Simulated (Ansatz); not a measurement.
A made-up structure of GaBH₃F, closed shell:

```xyz
6
angstrom
B -0.7624 0.4599 -0.7057
Ga 1.1832 -1.8880 0.3171
F 0.6288 -0.2443 0.6701
H -1.9358 0.2916 -0.5498
H -0.4252 1.0520 -1.6880
H 1.0257 0.0890 1.4181
```

It is relaxed with PBE-D4/def2-SVP and then PBE0-D4/def2-TZVP (Ansatz 0.2.0). Atoms count as bonded within 1.22 times the sum of their covalent radii (H–H: 0.88 Å). The end point is not checked to be a true minimum.

(1) Does its bonding change? (Judge from chemistry; the calculation decides.)

Answers

(1) The calculation gives: Yes. Formed: B1–Ga2; broken: Ga2–F3.

Where it ends: The first stage lowers the energy by 4.74 eV in 26 steps. It ends as a complex of GaBH₂ ([BH2][Ga]) + HF:
```
6
angstrom
B -1.1825 0.0397 -1.5352
Ga 0.1844 -0.0577 0.2046
F 2.2291 -0.1988 2.8108
H -2.3322 -0.3061 -1.4761
H -0.8328 0.4425 -2.6123
H 1.6484 -0.1595 2.0700
```

Labels in which every atom is bracketed show which atoms are joined, not bond orders.

For scale, one of the runs: PBE0-D4/def2-TZVP relaxation, 128 basis functions, launched by `ansatz run in.yaml --threads 2 --pin off --events-out ev --progress --plain --max-ram 4352MiB`. The run took about 63 s on 2 CPU threads of an Arm Neoverse V1 (shared host).
